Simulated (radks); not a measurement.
Values are calculated unless marked as measured or tabulated.
Q: Neutral gold, configuration [Xe] 4f14 5d10 6s1. Level of theory: scalar-relativistic Kohn-Sham, LDA (Slater exchange, VWN5 correlation), spin-polarised, spherical densities, finite nucleus; open shells are filled with parallel spins first (spin-orbit coupling, left out, can overturn this in heavy ions); Fermi nuclear charge, rms radius 5.4371 fm; hard spherical wall at 4 bohr (a radial shooting solver on a logarithmic mesh with Libxc functionals). Some entries of the table are withheld. Estimate them.

orbital  occ.  eigenvalue (hartree)  <r> (bohr)  r(max) (bohr)
1s up       1             -2964.610     0.01688        0.01043
1s down     1             -2964.609     0.01688        0.01043
2s up       1             -523.0008     0.07118        0.06023
2s down     1             -523.0004     0.07118        0.06023
2p up       3             -452.4643     0.06426        0.04982
2p down     3             -452.4639     0.06426        0.04982
3s up       1             -123.2804      0.1840         0.1698
3s down     1             -123.2799      0.1840         0.1698
3p up       3             -102.8106      0.1852         0.1691
3p down     3             -102.8101      0.1852         0.1691
3d up       5             -80.85683      0.1677         0.1376
3d down     5             -80.85638      0.1677         0.1376
4s up       1             -26.57797      0.4074         0.3829
4s down     1             -26.57716      0.4074         0.3829
4p up       3             -19.86041      0.4339         0.4029
4p down     3             -19.85949      0.4339         0.4029
4d up       5             -11.77981      0.4587         0.4104
4d down     5             -11.77877      0.4587         0.4104
5s up       1              -3.80811      0.9277         0.8474
5s down     1              -3.80612      0.9274         0.8475
4f up       7              -2.80321      0.4990         0.3749
4f down     7              -2.80204      0.4990         0.3749
5p up       3              -2.02826       1.077         0.9527
5p down     3              -2.02482       1.076         0.9526
5d up       5              -0.10125       1.553          1.227
5d down     5              -0.08816       1.541          1.222
6s up       1              -0.00878       2.235          2.179
6s down     0               0.01906       2.232          2.171
6p up       0               0.36947       2.418          2.495
6p down     0               0.39830       2.418          2.494
5f up       0               1.01581       2.453          2.575
5f down     0               1.04405       2.450          2.574
7s up       0               1.51666       2.422            (1)
7s down     0               1.53675       2.424            (2)

A: 
(1) 7s up r(max) (bohr): 3.146
(2) 7s down r(max) (bohr): 3.147
